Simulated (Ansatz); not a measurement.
`c1csc(-c2cnc(-c3cnc(-c4cncs4)s3)s2)n1`. Total charge 0; triplet. Geometry PBE-D4/def2-SVP, that of the neutral singlet; atoms count from 1.

```csv
atom,x (Å),y (Å),z (Å)
C1,6.528,0.041,0.875
C2,6.402,-0.560,2.116
S3,4.732,-0.843,2.463
C4,4.320,-0.126,0.898
C5,2.955,-0.003,0.438
C6,2.527,0.544,-0.774
N7,1.188,0.553,-0.989
C8,0.528,0.023,0.027
C9,-0.905,-0.105,0.086
C10,-1.733,-0.636,1.077
N11,-3.066,-0.609,0.826
C12,-3.319,-0.064,-0.355
C13,-4.646,0.103,-0.898
C14,-5.068,0.654,-2.107
N15,-6.414,0.663,-2.326
C16,-7.048,0.129,-1.308
S17,-6.041,-0.427,0.007
S18,-1.885,0.459,-1.243
S19,1.566,-0.535,1.350
N20,5.366,0.280,0.202
H21,7.489,0.324,0.422
H22,7.187,-0.844,2.826
H23,3.226,0.948,-1.519
H24,-1.363,-1.060,2.022
H25,-4.386,1.067,-2.867
H26,-8.142,0.023,-1.248
```

Single mean-field runs in def2-TZVP are fitted with def2-universal-jkfit. At PBE0-D4/def2-TZVP a singlet of charge 0 lies 1.96 eV below the triplet at the same geometry.

(1) Estimate the Mulliken populations from the PBE0/def2-TZVP orbitals of Ansatz.

(2) Where does the spin sit?

(3) And the Mayer bond orders between heavy atoms (over 0.3)?

## Answers

(1) 
```
atom  charge (e)  spin (α − β)
  C1       -0.09         -0.06
  C2       -0.17          0.20
  S3        0.04          0.06
  C4        0.08         -0.07
  C5        0.12          0.32
  C6       -0.11          0.08
  N7       -0.21          0.10
  C8        0.19          0.21
  C9       -0.02          0.11
 C10       -0.12          0.33
 N11       -0.21         -0.09
 C12        0.24          0.30
 C13       -0.09         -0.08
 C14       -0.14          0.21
 N15       -0.19         -0.06
 C16       -0.08          0.14
 S17        0.07          0.01
 S18        0.01          0.06
 S19       -0.03          0.11
 N20       -0.22          0.15
 H21        0.14          0.00
 H22        0.16         -0.01
 H23        0.16         -0.01
 H24        0.15         -0.02
 H25        0.15         -0.01
 H26        0.16         -0.01
```
Mulliken values depend strongly on the basis.

(2) Summed by element: C 1.70, S 0.24, N 0.11, H -0.05, of 2 unpaired in all. Largest on single atoms: C10 0.33, C5 0.32, C12 0.30.

(3) C1–C2 1.59 (1.38 Å); C1–N20 1.38 (1.36 Å); C2–S3 1.24 (1.73 Å); S3–C4 1.23 (1.77 Å); C4–C5 1.11 (1.45 Å); C4–N20 1.52 (1.32 Å); C5–C6 1.28 (1.40 Å); C5–S19 1.21 (1.74 Å); C6–N7 1.57 (1.36 Å); N7–C8 1.33 (1.32 Å); C8–C9 1.25 (1.44 Å); C8–S19 1.12 (1.77 Å); C9–C10 1.23 (1.40 Å); C9–S18 1.21 (1.75 Å); C10–N11 1.52 (1.36 Å); N11–C12 1.41 (1.32 Å); C12–C13 1.06 (1.44 Å); C12–S18 1.18 (1.77 Å); C13–C14 1.45 (1.39 Å); C13–S17 1.23 (1.75 Å); C14–N15 1.38 (1.36 Å); N15–C16 1.63 (1.31 Å); C16–S17 1.30 (1.75 Å).
